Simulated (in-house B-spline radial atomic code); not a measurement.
Ionisation energies along the 2-electron series, configuration 1s2, as differences of self-consistent energies. Dirac energy differences include first-order Breit, QED and recoil terms. NIST's values go from ground level to ground level; the uncertainty of those that are theory runs from under 0.1 % in few-electron ions to several per cent in heavy many-electron ones. Computed with an all-electron radial atomic-structure program (B-spline basis): Dirac-Hartree-Fock, average of the configuration, finite nuclei.

```json
{"ion": "Tb63+", "configuration after": "1s1", "ionisation energy (eV)": "59737.3", "IE/(q+1)² (eV)": "14.584", "-ε less Coulomb ΔSCF (eV)": "1.8743", "Breit and QED recoil part (eV)": "-184.99", "tabulated value (eV)": "59741.12", "tabulated kind": "tabulated theory", "computed minus tabulated (eV)": "-4"}
{"ion": "Dy64+", "configuration after": "1s1", "ionisation energy (eV)": "?", "IE/(q+1)² (eV)": "?", "-ε less Coulomb ΔSCF (eV)": "?", "Breit and QED recoil part (eV)": "?", "tabulated value (eV)": "?", "tabulated kind": "tabulated theory", "computed minus tabulated (eV)": "?"}
{"ion": "Ho65+", "configuration after": "1s1", "ionisation energy (eV)": "63768.4", "IE/(q+1)² (eV)": "14.639", "-ε less Coulomb ΔSCF (eV)": "1.9034", "Breit and QED recoil part (eV)": "-204.18", "tabulated value (eV)": "63772.42", "tabulated kind": "tabulated theory", "computed minus tabulated (eV)": "-4"}
{"ion": "Er66+", "configuration after": "1s1", "ionisation energy (eV)": "65844.1", "IE/(q+1)² (eV)": "14.668", "-ε less Coulomb ΔSCF (eV)": "1.9186", "Breit and QED recoil part (eV)": "-214.3", "tabulated value (eV)": "65848.24", "tabulated kind": "tabulated theory", "computed minus tabulated (eV)": "-4"}
{"ion": "Tm67+", "configuration after": "1s1", "ionisation energy (eV)": "?", "IE/(q+1)² (eV)": "?", "-ε less Coulomb ΔSCF (eV)": "?", "Breit and QED recoil part (eV)": "?", "tabulated value (eV)": "?", "tabulated kind": "tabulated theory", "computed minus tabulated (eV)": "?"}
{"ion": "Yb68+", "configuration after": "1s1", "ionisation energy (eV)": "70118.7", "IE/(q+1)² (eV)": "14.728", "-ε less Coulomb ΔSCF (eV)": "1.9506", "Breit and QED recoil part (eV)": "-235.64", "tabulated value (eV)": "70123.04", "tabulated kind": "tabulated theory", "computed minus tabulated (eV)": "-4"}
{"ion": "Lu69+", "configuration after": "1s1", "ionisation energy (eV)": "?", "IE/(q+1)² (eV)": "?", "-ε less Coulomb ΔSCF (eV)": "?", "Breit and QED recoil part (eV)": "?", "tabulated value (eV)": "?", "tabulated kind": "tabulated theory", "computed minus tabulated (eV)": "?"}
{"ion": "Hf70+", "configuration after": "1s1", "ionisation energy (eV)": "74561.3", "IE/(q+1)² (eV)": "14.791", "-ε less Coulomb ΔSCF (eV)": "1.9847", "Breit and QED recoil part (eV)": "-258.5", "tabulated value (eV)": "74565.91", "tabulated kind": "tabulated theory", "computed minus tabulated (eV)": "-5"}
{"ion": "Ta71+", "configuration after": "1s1", "ionisation energy (eV)": "76847.2", "IE/(q+1)² (eV)": "14.824", "-ε less Coulomb ΔSCF (eV)": "2.0026", "Breit and QED recoil part (eV)": "-270.54", "tabulated value (eV)": "76852", "tabulated kind": "tabulated theory", "computed minus tabulated (eV)": "-5"}
{"ion": "W72+", "configuration after": "1s1", "ionisation energy (eV)": "79177.0", "IE/(q+1)² (eV)": "14.858", "-ε less Coulomb ΔSCF (eV)": "2.0211", "Breit and QED recoil part (eV)": "-282.99", "tabulated value (eV)": "79181.94", "tabulated kind": "tabulated theory", "computed minus tabulated (eV)": "-5"}
{"ion": "Re73+", "configuration after": "1s1", "ionisation energy (eV)": "81551.6", "IE/(q+1)² (eV)": "14.893", "-ε less Coulomb ΔSCF (eV)": "2.0402", "Breit and QED recoil part (eV)": "-295.86", "tabulated value (eV)": "81556.58", "tabulated kind": "tabulated theory", "computed minus tabulated (eV)": "-5"}
{"ion": "Os74+", "configuration after": "1s1", "ionisation energy (eV)": "83971.0", "IE/(q+1)² (eV)": "14.928", "-ε less Coulomb ΔSCF (eV)": "2.06", "Breit and QED recoil part (eV)": "-309.17", "tabulated value (eV)": "83976.18", "tabulated kind": "tabulated theory", "computed minus tabulated (eV)": "-5"}
{"ion": "Ir75+", "configuration after": "1s1", "ionisation energy (eV)": "86437.1", "IE/(q+1)² (eV)": "14.965", "-ε less Coulomb ΔSCF (eV)": "2.0804", "Breit and QED recoil part (eV)": "-322.93", "tabulated value (eV)": "86442.44", "tabulated kind": "tabulated theory", "computed minus tabulated (eV)": "-5"}
{"ion": "Pt76+", "configuration after": "1s1", "ionisation energy (eV)": "88949.7", "IE/(q+1)² (eV)": "15.002", "-ε less Coulomb ΔSCF (eV)": "2.1015", "Breit and QED recoil part (eV)": "-337.14", "tabulated value (eV)": "88955.1", "tabulated kind": "tabulated theory", "computed minus tabulated (eV)": "-5"}
```

**Question.** Fill in the row of Dy64+.

**Answer.** ionisation energy (eV): 61732.6; IE/(q+1)² (eV): 14.611; -ε less Coulomb ΔSCF (eV): 1.8886; Breit and QED recoil part (eV): -194.41; tabulated value (eV): 61736.62; computed minus tabulated (eV): -4.

**Question.** Fill in the row of Tm67+.

**Answer.** ionisation energy (eV): 67961.0; IE/(q+1)² (eV): 14.697; -ε less Coulomb ΔSCF (eV): 1.9344; Breit and QED recoil part (eV): -224.78; tabulated value (eV): 67965.25; computed minus tabulated (eV): -4.

**Question.** Fill in the row of Lu69+.

**Answer.** ionisation energy (eV): 72318.4; IE/(q+1)² (eV): 14.759; -ε less Coulomb ΔSCF (eV): 1.9674; Breit and QED recoil part (eV): -246.88; tabulated value (eV): 72322.87; computed minus tabulated (eV): -4.
